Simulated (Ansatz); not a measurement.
Correlation energies of BFH5NOSi, SMILES `NB(O)[SiH2]F` by basis set

Cartesian coordinates in Å:
```
N -0.377 0.880 1.469
B -0.528 0.187 0.265
O -1.801 -0.011 -0.208
Si 1.029 -0.539 -0.816
F 0.351 -1.253 -2.102
H -1.170 1.229 1.984
H 0.508 1.076 1.898
H -1.827 -0.493 -1.036
H 1.967 0.495 -1.334
H 1.846 -1.572 -0.121
```

The species carries charge 0 and has multiplicity 1. All single points use the PBE0-D4/def2-TZVP geometry. It is one conformer, not always the lowest. Frozen core, restricted reference, Ansatz. CBS rows extrapolate triple and quadruple zeta; past MP2 they add the triple-zeta difference.

```json
{"basis": "def2-TZVPP", "HF (Eh)": "?", "MP2 corr.": "?", "CCSD corr.": "-0.95260", "(T)": "-0.03290", "CCSD(T) total": "?"}
{"basis": "def2-QZVPP", "HF (Eh)": "-545.58531", "MP2 corr.": "-0.99698", "CCSD corr.": "–", "(T)": "–", "CCSD(T) total": "–"}
{"basis": "CBS(def2)", "HF (Eh)": "?", "MP2 corr.": "-1.05308", "CCSD corr.": "?", "(T)": "as TZ", "CCSD(T) total": "?"}
```

Task: Fill in the withheld values. (Estimate.)

Result: Computed: def2-TZVPP HF (Eh): -545.56370; def2-TZVPP MP2 corr.: -0.92123; def2-TZVPP CCSD(T) total: -546.54920; CBS(def2) HF (Eh): -545.58829; CBS(def2) CCSD corr.: -1.08445; CBS(def2) CCSD(T) total: -546.70564.
